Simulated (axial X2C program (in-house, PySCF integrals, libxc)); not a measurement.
# Worked dissociation energy of BiSe⁺: MP2, spin-free

Computed with an axial X2C code built on PySCF integrals. Spin-free means the one-electron spin-free X2C Hamiltonian. Basis: Bi dyall-cv3z [12s14p10d6f1g], Se dyall-cv3z [8s9p6d4f1g] (cores contracted in-house); Gaussian nuclei, density fitting, unrestricted open shells. Masses: Bi 208.980 u, Se 79.917 u.

Molecular state: M_S = 0, Λ = 0 (closed shell).

Correlated methods: 10 electrons correlated (number of frozen shells: Bi 5 s, 4 p, 3 d, 1 f; Se 3 s, 2 p, 1 d), 264 virtual spin orbitals or spinors in MP2.

* E(Bi+) (2M_S = 2, M_L = 0): -21529.224476 hartree
* E(Se) (2M_S = 2, M_L = 1): -2428.250618 hartree
* E(BiSe⁺) at Re: -23957.631613 hartree
* ωe: 295.3 cm⁻¹
* ωexe: 0.464 cm⁻¹

Task: Work out De and D0.

Result: De = -21529.224476 + (-2428.250618) − (-23957.631613) = 0.15652 hartree = 4.259 eV. The zero-point energy is ωe/2 − ωexe/4 = 148 cm⁻¹ = 0.018 eV, so D0 = 4.241 eV.

The state is one determinant whose occupation by symmetry is held fixed; it was picked as the lowest of a PBE0 search that is not exhaustive. The closed shell is kept restricted, so the energy runs too high when the bond is stretched far. De is counted from the lowest determinant-based energies of the atoms at the same level, without counterpoise correction. With the outer-core shells frozen, correlated bond lengths of heavy atoms tend to come out a few hundredths of an ångström too long. Spin-free De lacks the spin–orbit lowering of the heavy p-block atom, a tenth of an eV or more for 4p and 5p, up to an eV for 6p and one to two eV for 7p atoms, less what an open-shell molecule gains itself.

Each atomic determinant is the lowest at this level and need not be a pure term. Totals compare only within one Hamiltonian and basis.
